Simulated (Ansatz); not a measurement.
A nudged elastic band was laid between two geometries of C2H5O2Sb (10 atoms, charge 0, multiplicity 1).

Theory: RKS BHLYP-D4/def2-SVP (Ansatz).

* movable images: 7
* climbing image: yes
* spring: 5.0 eV/Å²
* optimiser: quadratic models (default)
* start path: through a guess of the saddle point
* force threshold: 0.05 eV/Å
* iteration limit: 60
* end points: relaxed

Initial state:

```xyz
10
Properties=species:S:1:pos:R:3
C 0.050 -0.178 1.400
C 0.422 -0.683 0.233
O 1.082 -1.866 0.149
Sb -0.071 0.353 -1.613
O -0.885 1.921 -0.708
H 0.309 -0.681 2.327
H -0.534 0.734 1.432
H 1.605 -1.916 -0.647
H -1.575 -0.424 -1.801
H -0.320 2.690 -0.768
```

Final state:

```xyz
10
Properties=species:S:1:pos:R:3
C -0.624 -0.103 1.074
C -0.170 -0.809 -0.117
O 1.180 -0.737 -0.373
Sb -1.299 1.056 -0.685
O 0.416 2.059 -0.809
H 0.134 0.440 1.634
H -1.401 -0.566 1.674
H 1.349 -1.063 -1.255
H -0.643 -1.760 -0.360
H 1.142 1.432 -0.779
```

Question: Which bonds break or form, and what moves?

Answer: Bonds broken: Sb4–H9. Bonds formed: C1–Sb4, C2–H9.

Question: What energy profile does the band end with?

Answer: It converged. The highest image is number 3 of 0 to 8, 1.63 eV above the first end and 1.85 eV above the last; the last end lies 0.22 eV below the first. A vibrational analysis at the climbing image gives one clearly imaginary mode, 1078i cm⁻¹: a first-order saddle point. The orbitals stay closed-shell, which can raise the energy where a bond breaks towards radicals; this wasn't checked here.

```
image  path coordinate (Å)  energy (eV)  Sb4–H9 (Å)  C1–Sb4 (Å)  C2–H9 (Å)
    0                 0.00         0.00        1.70        3.06       2.86
    1                 0.62         0.07        1.70        3.05       2.69
    2                 1.23         0.68        1.69        3.09       2.13
    3                 1.85         1.63        1.81        3.23       1.44
    4                 3.05         1.07        2.48        3.35       1.10
    5                 4.25         0.79        2.86        2.89       1.09
    6                 5.45         0.31        2.70        2.27       1.09
    7                 6.65        -0.09        2.83        2.22       1.09
    8                 7.85        -0.22        2.91        2.21       1.09
```

Question: What is the geometry of the highest image?

Answer: 
```xyz
10
Properties=species:S:1:pos:R:3
C -0.095 -0.162 1.270
C 0.220 -0.686 0.083
O 0.920 -1.831 -0.042
Sb -0.245 0.401 -1.908
O -0.804 2.055 -0.949
H 0.329 -0.579 2.177
H -0.776 0.678 1.324
H 1.582 -1.733 -0.725
H -1.002 -0.684 -0.670
H -0.046 2.490 -0.557
```

Question: What are the harmonic wavenumbers there?

Answer: 1078i, 118, 141, 235, 287, 342, 381, 493, 529, 619, 746, 910, 914, 1000, 1050, 1177, 1300, 1437, 1680, 1763, 3246, 3365, 3967, 3973 cm⁻¹.

Run time: 14 min on 2 threads of Arm Neoverse V1, with other jobs on the host, peak memory 0.29 GiB.
